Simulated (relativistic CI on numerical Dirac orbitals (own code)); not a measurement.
Slater and spin-orbit integrals, Tl LXII

Method of calculation: Dirac-Coulomb-Breit CI, orbitals from a KLI potential per configuration, a model potential for QED, unscaled Slater integrals (own radial code, finite nucleus).

Slater integrals F^k, G^k are unscaled and averaged over j, outside the closed core [Ne]; ζ comes from projecting the Hamiltonian with its Breit term on Σ l·s of the shell.

- 3s²3p⁶3d²: F^2(3d,3d) = 689820, F^4(3d,3d) = 446290, ζ(3d) = 374070 cm⁻¹; <r>(3d) = 0.1486, <r^2>(3d) = 0.02553 (bohr units).
- 3s²3p⁵3d³: ζ(3p) = 2.8177e+06, F^2(3d,3d) = 689030, F^4(3d,3d) = 445770, F^2(3p,3d) = 591580, G^1(3p,3d) = 620670, G^3(3p,3d) = 416790, ζ(3d) = 371520 cm⁻¹; <r>(3p) = 0.1662, <r^2>(3p) = 0.0321, <r>(3d) = 0.1488, <r^2>(3d) = 0.02559 (bohr units).
- 3s3p⁶3d³: F^2(3d,3d) = 688750, F^4(3d,3d) = 445580, G^2(3s,3d) = 484790, ζ(3d) = 372960 cm⁻¹; <r>(3s) = 0.1676, <r^2>(3s) = 0.0322, <r>(3d) = 0.1488, <r^2>(3d) = 0.02561 (bohr units).

(1) Give the Racah parameters of the d shell in 3s²3p⁶3d².

Averages of the first 10 configurations, taken without configuration mixing, which lowers the lowest level and can move excited configurations by several eV; other configurations of the list can lie among them:

| Configuration | Parity | States | Average energy above the lowest level (eV) |
| --- | --- | --- | --- |
| 3s²3p⁶3d² | even | 45 | 146.3 |
| 3s²3p⁵3d³ | odd | 720 | 712.8 |
| 3s3p⁶3d³ | even | 240 | 1320.7 |
| 3s²3p⁶3d4s | even | 20 | 2657.9 |
| 3s²3p⁶3d4p | odd | 60 | 2891.3 |
| 3s²3p⁶3d4d | even | 100 | 3120.9 |
| 3s²3p⁵3d²4s | odd | 540 | 3212.5 |
| 3s²3p⁶3d4f | odd | 140 | 3272.0 |
| 3s²3p⁵3d²4p | even | 1620 | 3446.3 |
| 3s²3p⁵3d²4d | odd | 2700 | 3675.1 |

Results:

(1) B = F²/49 − 5F⁴/441 = 9018 cm⁻¹ and C = 35F⁴/441 = 35420 cm⁻¹.
